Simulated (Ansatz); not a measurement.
Reading a saddle point

A first-order saddle point of SiH3ClOF2, closed shell, PBE0-D4/def2-TZVP, with one imaginary mode of 367i cm⁻¹:

```
8
angstrom
Si -0.5492 -0.3598 -0.2751
Cl 1.6319 0.2528 -1.3981
F 0.0059 -1.8322 -0.1637
F -1.7896 -0.4401 0.7412
H -1.1667 0.1196 -1.5048
H 1.2339 0.8019 0.1477
O 0.3180 0.7830 0.7466
H 0.3157 0.6748 1.7062
```

Ansatz 0.2.0; basis: def2-TZVPP and def2-QZVPP; cores frozen in the correlated methods. Extrapolation: Hartree–Fock as exp(−7.88 √X), correlation as X^−2.97.

**Question.** Which contacts change along the imaginary mode, and what lies on either side? (Judge from chemistry; the calculation decides.)

**Answer.** The calculation gives: The step is SiHClF₂ ([F][SiH]([F])[Cl]) + H₂O → SiH₂OF₂ ([OH][SiH]([F])[F]) + HCl, with the molecules in contact on both sides. Shortening one way: Si1–O7, Cl2–H6; lengthening the same way: Si1–Cl2, H6–O7.
```json
{"pair": "Si1–O7", "one side (Å)": "3.16", "saddle (Å)": "1.76", "other side (Å)": "1.63"}
{"pair": "Cl2–H6", "one side (Å)": "3.86", "saddle (Å)": "1.69", "other side (Å)": "1.29"}
{"pair": "Si1–Cl2", "one side (Å)": "2.01", "saddle (Å)": "2.53", "other side (Å)": "4.33"}
{"pair": "H6–O7", "one side (Å)": "0.96", "saddle (Å)": "1.09", "other side (Å)": "1.94"}
```

**Question.** Which side is lower, and how far does the saddle lie above each? (To be estimated.)

**Answer.** By the calculation: The side with Si1–O7, Cl2–H6 short is lower by 21.3 kJ/mol; the saddle lies 103.7 kJ/mol above it and 82.4 kJ/mol above the other (CCSD(T) at an estimated basis limit (MP2 extrapolated from triple and quadruple zeta, plus CCSD(T) − MP2 in triple zeta); electronic energies).

T1 diagnostic: at most 0.011.

The step is the kind of ligand exchange by which a precursor binds to a hydroxyl group, or is hydrolysed, in atomic layer deposition of oxides.

Labels in which every atom is bracketed show which atoms are joined, not bond orders.

For scale, one of the runs: CCSD(T)/def2-TZVPP, 219 basis functions, launched by `ansatz run in.yaml --threads 4 --pin off --events-out ev --progress --plain --max-ram 9574MiB`. Time: 2.1 min of wall clock on 4 CPU threads of an Arm Neoverse V1; the host was shared. Peak host memory: 3.4 GiB.
